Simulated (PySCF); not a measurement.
# How exact exchange moves a shielding

Molecule: `C(=O)[Si@@H]1C[C@H]1Cl`, C$_{3}$H$_{5}$ClOSi.

Molfile (atoms numbered from 1):
```
C3H5ClOSi
     RDKit          3D

 11 11  0  0  0  0  0  0  0  0999 V2000
    1.8477    0.6625   -0.9942 O   0  0  0  0  0  0  0  0  0  0  0  0
    1.6524   -0.2966   -0.2874 C   0  0  0  0  0  0  0  0  0  0  0  0
   -0.1006   -0.5505    0.4290 Si  0  0  2  0  0  4  0  0  0  0  0  0
   -1.4406    0.2631   -0.5918 C   0  0  0  0  0  0  0  0  0  0  0  0
   -1.0101    1.0833    0.6079 C   0  0  1  0  0  0  0  0  0  0  0  0
   -2.1906    1.3577    1.8884 Cl  0  0  0  0  0  0  0  0  0  0  0  0
    2.4883   -1.0083   -0.0492 H   0  0  0  0  0  0  0  0  0  0  0  0
   -0.4080   -1.6893    1.3265 H   0  0  0  0  0  0  0  0  0  0  0  0
   -2.4442   -0.1730   -0.5411 H   0  0  0  0  0  0  0  0  0  0  0  0
   -1.1753    0.6660   -1.5762 H   0  0  0  0  0  0  0  0  0  0  0  0
   -0.4336    1.9888    0.3868 H   0  0  0  0  0  0  0  0  0  0  0  0
  1  2  2  0
  2  3  1  0
  3  4  1  0
  4  5  1  0
  5  6  1  0
  5  3  1  0
  2  7  1  0
  3  8  1  1
  4  9  1  0
  4 10  1  0
  5 11  1  6
M  END
```

GIAO shieldings (ppm, equivalent atoms averaged) in PySCF 2.14.0 with density-fitted response routines on the PBE0-D3(BJ)/def2-SVP geometry, basis pcSseg-2, gas phase, non-relativistic:

| functional | exact exchange (%) | σ(C5) | σ(C4) | σ(Si3) | σ(Cl6) |
| --- | --- | --- | --- | --- | --- |
| BLYP | 0 | 130.0 | 155.7 | 438.6 | 751.1 |
| BP86 | 0 | 134.6 | 159.9 | 449.9 | 767.1 |
| PBE | 0 | 135.0 | 160.2 | 451.4 | 766.6 |
| B3LYP | 20 | 139.6 | 163.1 | 451.4 | 789.3 |
| mPW1PW91 | 25 | 145.4 | 168.2 | 465.0 | 811.0 |
| BHandHLYP | 50 | 151.2 | 171.9 | 469.6 | 831.9 |
| HF | 100 | 167.1 | 184.0 | 501.1 | 889.1 |

(1) Fit each shielding as a line in the percentage of exact exchange.

(2) What does the line predict for PBE0 (25 %), and what does the run give?

## Answers

(1) σ(C5) = 133.8 + 0.34 x (rms 2.0 ppm); σ(C4) = 159.0 + 0.26 x (rms 1.8 ppm); σ(Si3) = 446.0 + 0.54 x (rms 4.9 ppm); σ(Cl6) = 765.1 + 1.28 x (rms 7.8 ppm). The functionals also differ in their semilocal parts, which the line can't hold; Hartree–Fock has no correlation at all.

(2) σ(C5): 142.3 predicted, 146.3 computed; σ(C4): 165.5 predicted, 168.8 computed; σ(Si3): 459.5 predicted, 466.8 computed; σ(Cl6): 797.1 predicted, 811.8 computed ppm.
